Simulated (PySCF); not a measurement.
**How good is the calculation?**

Geometry (Å), atoms numbered from 1 in this order:
```xyz
16

C    -2.752   -0.729   -0.229
C    -1.886    0.277   -0.150
C    -0.431    0.181   -0.025
C     0.236   -1.026    0.200
C     1.614   -1.065    0.300
C     2.362    0.100    0.181
C     1.715    1.306   -0.036
C     0.333    1.343   -0.133
H    -3.814   -0.541   -0.320
H    -2.442   -1.768   -0.213
H    -2.272    1.293   -0.190
H    -0.332   -1.942    0.308
H     2.112   -2.012    0.479
H     3.442    0.065    0.262
H     2.288    2.222   -0.127
H    -0.170    2.290   -0.302
```

Published estimates (parent shift plus substituent increments) and measurements: δ ¹H H12/H16 7.30; H13/H15 7.21; H14 7.14 ppm (measured; solution, CCl4, 309 K; Shapiro, Mohrmann, J. Phys. Chem. Ref. Data 1977, 6, 919).
δ ¹H H11 6.72; H10 5.72; H9 5.20 ppm (measured; solution, not stated per compound (mostly CDCl3 or CCl4); Pretsch, Buehlmann, Badertscher, Structure Determination of Organic Compounds, 4th ed. (2009)).
δ ¹³C C2 135.8; C5/C7 128.4; C6 127.7; C4/C8 126.2; C1 112.3; δ ¹H H12/H16 7.42; H13/H15 7.32; H14 7.25 ppm (estimated from measurements, as parent shift plus tabulated substituent increment; solution, not stated per compound (mostly CDCl3 or CCl4); Pretsch, Buehlmann, Badertscher, Structure Determination of Organic Compounds, 4th ed. (2009)).
δ ¹³C C3 138.0; C5/C7 128.7; C6 128.0; C4/C8 126.5 ppm (estimated from measurements, as parent shift plus tabulated substituent increment; solution, neat; Levy, Lichter, Nelson pp. 111-112; Breitmaier, Voelter pp. 256-258, as tabulated by Wired Chemist).

How the numbers were obtained: PBE0-D3(BJ)/def2-TZVP geometry, σ from GIAO-B97-2/pcSseg-2, in PySCF (averaged over atoms made equivalent by symmetry, fast rotation or ring inversion, one conformer, non-relativistic Hamiltonian, isolated molecule).

(1) Set the calculated values beside the experiment.

(2) How far are the unscaled ¹H shifts from the references?

(3) How far are the unscaled ¹³C shifts from the references?

## Answers

(1) 
Reference values: measured (solution, CCl4, 309 K; Shapiro, Mohrmann, J. Phys. Chem. Ref. Data 1977, 6, 919).
```json
{"atoms": "H12/H16", "quantity": "δ ¹H", "reference": "7.30", "computed": "7.76", "computed, scaled": "7.43"}
{"atoms": "H13/H15", "quantity": "δ ¹H", "reference": "7.21", "computed": "7.58", "computed, scaled": "7.27"}
{"atoms": "H14", "quantity": "δ ¹H", "reference": "7.14", "computed": "7.49", "computed, scaled": "7.18"}
```

Reference values: measured (solution, not stated per compound (mostly CDCl3 or CCl4); Pretsch, Buehlmann, Badertscher, Structure Determination of Organic Compounds, 4th ed. (2009)).
```
atoms  quantity  reference  computed  computed, scaled
  H11      δ ¹H       6.72      7.02              6.74
  H10      δ ¹H       5.72      6.22              5.99
   H9      δ ¹H       5.20      5.47              5.28
```

Reference values: estimated from measurements, as parent shift plus tabulated substituent increment (solution, not stated per compound (mostly CDCl3 or CCl4); Pretsch, Buehlmann, Badertscher, Structure Determination of Organic Compounds, 4th ed. (2009)).
```tsv
atoms	quantity	reference	computed	computed, scaled
C2	δ ¹³C	135.8	147.1	139.9
C5/C7	δ ¹³C	128.4	135.2	128.4
C6	δ ¹³C	127.7	134.7	128.0
C4/C8	δ ¹³C	126.2	133.2	126.6
C1	δ ¹³C	112.3	118.5	112.3
H12/H16	δ ¹H	7.42	7.76	7.43
H13/H15	δ ¹H	7.32	7.58	7.27
H14	δ ¹H	7.25	7.49	7.18
```

Reference values: estimated from measurements, as parent shift plus tabulated substituent increment (solution, neat; Levy, Lichter, Nelson pp. 111-112; Breitmaier, Voelter pp. 256-258, as tabulated by Wired Chemist).
| atoms | quantity | reference | computed | computed, scaled |
| --- | --- | --- | --- | --- |
| C3 | δ ¹³C | 138.0 | 144.3 | 137.3 |
| C5/C7 | δ ¹³C | 128.7 | 135.2 | 128.4 |
| C6 | δ ¹³C | 128.0 | 134.7 | 128.0 |
| C4/C8 | δ ¹³C | 126.5 | 133.2 | 126.6 |

Computed shifts are σ(ref) − σ with the named reference compound (TMS for H and C) calculated as an isolated molecule at the same level. The measured values may be among those fitted. Shieldings were converted by linear fits to measured shifts (mostly CDCl3, TMS scale, for H and C): ¹H: δ = 29.89 − 0.940σ (rms 0.14 ppm, 403 shifts, 0.16 ppm with the 5 outliers that the fit left out); ¹³C: δ = 176.90 − 0.966σ (rms 2.0 ppm, 686 shifts, 2.1 ppm with the 3 outliers that the fit left out). Occasional misses reach two or three times the rms, and more in compound classes unlike the fitted ones.

(2) Mean signed difference +0.34 ppm, mean absolute 0.34 ppm over 9 comparisons; the largest is +0.50 ppm at H10 (hydrogen on a terminal =CH2 carbon).

(3) Mean signed difference +7.17 ppm, mean absolute 7.17 ppm over 9 comparisons; the largest is +11.3 ppm at C2 (alkene CH).
